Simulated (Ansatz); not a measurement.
The same molecule with X = B, Al, Ga. Ansatz, PBE0-D4/def2-TZVP geometries, multiplicity 1. Each molecule was computed in one conformer, which needn't be the lowest.

Scalar relativity is left out up to krypton.

```json
{"X": "B", "molecule": "`FB(S)Cl`", "mean X–Cl bond length / Å": "1.749", "mean X–F bond length / Å": "1.319", "mean X–S bond length / Å": "1.794", "size of the dipole moment (ωB97M-V/def2-TZVPP) / D": "1.15", "LUMO energy (PBE/def2-TZVPP) / eV": "-1.62", "HOMO–LUMO gap (PBE0/def2-TZVPP) / eV": "7.73"}
{"X": "Al", "molecule": "`[F][Al]([SH])[Cl]`", "mean X–Cl bond length / Å": "2.076", "mean X–F bond length / Å": "1.637", "mean X–S bond length / Å": "2.155", "size of the dipole moment (ωB97M-V/def2-TZVPP) / D": "1.34", "LUMO energy (PBE/def2-TZVPP) / eV": "-1.88", "HOMO–LUMO gap (PBE0/def2-TZVPP) / eV": "7.27"}
```

(1) Give the row for X = Ga, `[F][Ga]([SH])[Cl]`. (Best estimate.)

## Answers

(1) Ansatz gave: 
```tsv
X	molecule	mean X–Cl bond length / Å	mean X–F bond length / Å	mean X–S bond length / Å	size of the dipole moment (ωB97M-V/def2-TZVPP) / D	LUMO energy (PBE/def2-TZVPP) / eV	HOMO–LUMO gap (PBE0/def2-TZVPP) / eV
Ga	`[F][Ga]([SH])[Cl]`	2.115	1.743	2.169	1.55	-2.52	6.88
```

From B to Ga the mean X–Cl bond length rises at each step, by 0.366 Å in all; the mean X–F bond length rises at each step, by 0.424 Å in all; the mean X–S bond length rises at each step, by 0.375 Å in all; the LUMO energy (PBE/def2-TZVPP) falls at each step, by 0.90 eV in all; the HOMO–LUMO gap (PBE0/def2-TZVPP) falls at each step, by 0.85 eV in all. Dipoles are sizes alone, and their direction can turn along the series.
